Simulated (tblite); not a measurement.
Species: C7H14NP.
Atom-mapped SMILES: `[NH:1]=[P@:2]12[CH2:3][CH2:4][C@H:5]([CH2:6][CH2:7]1)[CH2:8][CH2:9]2` (hydrogens: H10 on N1; H11, H12 on C3; H13, H14 on C4; H15 on C5; H16, H17 on C6; H18, H19 on C7; H20, H21 on C8; H22, H23 on C9)

The geometry is computed with GFN2-xTB (gas phase).

(1) Give the optimised bond lengths and angles.

## Answers

(1) 
| bond | length (bohr) |
| --- | --- |
| N1=P2 | 2.939 |
| P2–C3 | 3.432 |
| C3–C4, C6–C7, C8–C9 | 2.895 |
| C4–C5, C5–C6, C5–C8 | 2.900 |
| P2–C7, P2–C9 | 3.494 |
| N1–H10 | 1.909 |
| C3–H11 and 5 like bonds | 2.066 |
| C4–H13 and 5 like bonds | 2.065 |
| C5–H15 | 2.072 |

Bonds in one row agree within 0.02 bohr and their mean is given. A selection of angles:
| angle | degrees |
| --- | --- |
| N1–P2–C3 | 108.6 |
| N1–P2–C7 | 121.9 |
| N1–P2–C9 | 122.7 |
| C3–P2–C7 | 100.7 |
| C3–P2–C9 | 100.2 |
| P2–C3–C4 | 109.9 |
| C3–C4–C5 | 112.4 |
| C4–C5–C6 | 111.1 |
| H10–N1–P2 | 115.9 |

Torsions: N1–P2–C3–C4 -167° (antiperiplanar); P2–C3–C4–C5 -23° (synperiplanar); C3–C4–C5–C6 77° (synclinal); C4–C5–C6–C7 -48° (synclinal); C5–C6–C7–P2 -21° (synperiplanar); C4–C5–C8–C9 76° (synclinal); C5–C8–C9–P2 -23° (synperiplanar); N1–P2–C7–C6 -178° (antiperiplanar); N1–P2–C9–C8 -158° (antiperiplanar); H10–N1–P2–C3 -178° (antiperiplanar). The mirror-image conformer, all signs reversed, is as good.

The 6-membered ring P2–C3–C4–C5–C6–C7 has internal angles of 100.7° to 112.4° (sum 656°, against 720° for a flat polygon); it is puckered, 0.38 Å rms from its mean plane, widest ring torsion 77°. P2 (phosphorus bonded to 3 C and N) is distorted tetrahedral (angles from 98.7° to 122.7°). N1 (nitrogen bonded to P and H) is bent (angle 115.9°). The 6-membered ring P2–C7–C6–C5–C8–C9 has internal angles of 98.7° to 112.1°; it is puckered, 0.39 Å rms from its mean plane, widest ring torsion 76°. The 3 C–P bonds span 1.816 Å (P2–C3, drawn single) to 1.849 Å (P2–C9, drawn single), a spread of 0.033 Å. Of the pairs four or more bonds apart, C7···H14 is among the closest relative to their van der Waals radii: 2.96 Å, 102 % of the sum of Bondi's values. The 6-membered ring P2–C3–C4–C5–C8–C9 has internal angles of 100.2° to 112.4° (sum 655°, against 720° for a flat polygon); it is puckered, 0.38 Å rms from its mean plane, widest ring torsion 76°.

Point group: C1 (no symmetry element, even within 0.4 Å). Its GFN2-xTB frequencies are all real (lowest 134 cm⁻¹).
